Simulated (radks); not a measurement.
Results of a calculation; reference values are marked as such.
Task: The mean radii <r> (bohr) of the occupied orbitals of an atom or ion are listed with their occupations. Code: a radial shooting solver on a logarithmic mesh with Libxc functionals. Model: scalar-relativistic Kohn-Sham, PBE, spin-unpolarised, spherical densities, point nucleus.

orbital  occ.     <r>
1s          2  0.1995
2s          2   1.084
2p          3   1.110
4f          1   17.55

Name the element and its charge.

Result: Z = 8, oxygen, charge 0: O in [He] 2s2 2p3 4f1. The 1s radius gives Z: for a bare nucleus <r> = (2 gamma + 1)/(2Z) with gamma = sqrt(1 - (Z/c)^2), 0.1873 bohr for Z = 8, and screening makes it slightly larger (0.1995 here). The occupations add up to 8, and the charge is Z minus that.
